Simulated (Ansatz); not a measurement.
`[F][Ga]([Cl])[Br]` and `[Cl][Ga]([Cl])[Br]` differ in one atom or group.

Ansatz, PBE0-D4/def2-TZVP geometries, multiplicity 1. 

Scalar relativity is left out up to krypton.

```tsv
property	`[F][Ga]([Cl])[Br]`
size of the dipole moment (B3LYP/def2-TZVPP) / D	1.07
HOMO–LUMO gap (PBE0/def2-TZVPP) / eV	7.11
HOMO energy (PBE/def2-TZVPP) / eV	-7.86
LUMO energy (ωB97M-V/def2-TZVPP) / eV	-0.14
HOMO–LUMO gap (PBE/def2-TZVPP) / eV	4.83
HOMO energy (PBE0/def2-TZVPP) / eV	-9.20
```

Task: What does the change do to each property? (Best estimate.)

Result: The calculation gave: 
| property | `[Cl][Ga]([Cl])[Br]` | shift |
| --- | --- | --- |
| size of the dipole moment (B3LYP/def2-TZVPP) / D | 0.32 | -0.75 |
| HOMO–LUMO gap (PBE0/def2-TZVPP) / eV | 6.97 | -0.14 |
| HOMO energy (PBE/def2-TZVPP) / eV | -7.68 | 0.18 |
| LUMO energy (ωB97M-V/def2-TZVPP) / eV | -0.09 | 0.05 |
| HOMO–LUMO gap (PBE/def2-TZVPP) / eV | 4.72 | -0.11 |
| HOMO energy (PBE0/def2-TZVPP) / eV | -9.01 | 0.19 |

With PBE0 the HOMO rises by 0.19 eV and the LUMO rises by 0.06 eV, so the gap narrows by about 0.13 eV. PBE moves the HOMO by 0.18 eV and ωB97M-V by 0.20 eV. Dipoles are sizes alone; their direction can turn.

B3LYP here is the variant with VWN-RPA as its local correlation; programs differ in this.

Spin–orbit coupling is left out; it splits and shifts lone-pair levels of the heavy atoms by tenths of an eV.
